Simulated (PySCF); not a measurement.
Gas-phase reaction: GaBr + 2 HBr + 2 F ⇌ GaBr3 + 2 HF, at 1000 K and a standard pressure of 1 bar. Level: ωB97X-V/def2-TZVP†.

Method: PySCF energies plus ideal-gas RRHO corrections (1 bar). † marks an energy on the PBE0/def2-TZVP geometry and frequencies. Open shells (unrestricted): F (multiplicity 2, electronic degeneracy 6); the rest are closed-shell singlets. Spin-orbit splitting is ignored; it lowers the true energy and changes the entropy of F. Br, Ga: all electrons, no relativistic terms. The harmonic model lacks anharmonicity and excited electronic states, which grow with temperature; levels with a mode under 35 cm⁻¹ are left out. Soft modes under 120 cm⁻¹ make the harmonic entropy rough for GaBr3.

| species | E (Ha) | H(1000 K) − E (kJ/mol) | S°(1000 K) (J/mol/K) |
|---|---|---|---|
| GaBr | -4498.65745 | 37.5 | 296.6 |
| HBr | -2574.52068 | 45.8 | 234.7 |
| F | -99.73417 | 20.8 | 185.6 |
| GaBr3 | -9646.61329 | 83.6 | 458.8 |
| HF | -100.45195 | 54.1 | 209.0 |
E: electronic energy; H − E holds the zero-point and thermal terms. 1 Ha = 2625.5 kJ/mol.

Q: Work out ΔH°, ΔS°, ΔG° and log10 K from these numbers.

A: 1. ΔE = 1×(-9646.61329) + 2×(-100.45195) − 1×(-4498.65745) − 2×(-2574.52068) − 2×(-99.73417) = -0.35004 Ha = -919.0 kJ.
2. Δ(H − E) = 1×(83.6) + 2×(54.1) − 1×(37.5) − 2×(45.8) − 2×(20.8) = 21.1 kJ, so ΔH° = -897.9 kJ.
3. ΔS° = 1×(458.8) + 2×(209.0) − 1×(296.6) − 2×(234.7) − 2×(185.6) = -260.4 J/K; the number of gas molecules changes by -2.
4. ΔG° = ΔH° − TΔS° = -897.9 − 1000×(-260.4)/1000 = -637.5 kJ.
5. log10 K = −ΔG°/(RT ln 10) = 33.31, with RT ln 10 = 19.14 kJ/mol; at standard pressures the products are favoured.
6. A shift of 10 kJ in ΔE would move log10 K by 0.52 here.
For scale, ΔH°(298 K) is -899 kJ at this level, -890 kJ at ωB97M-V/def2-TZVP†, and runs from -1066 to -579 kJ over the 20 levels computed.
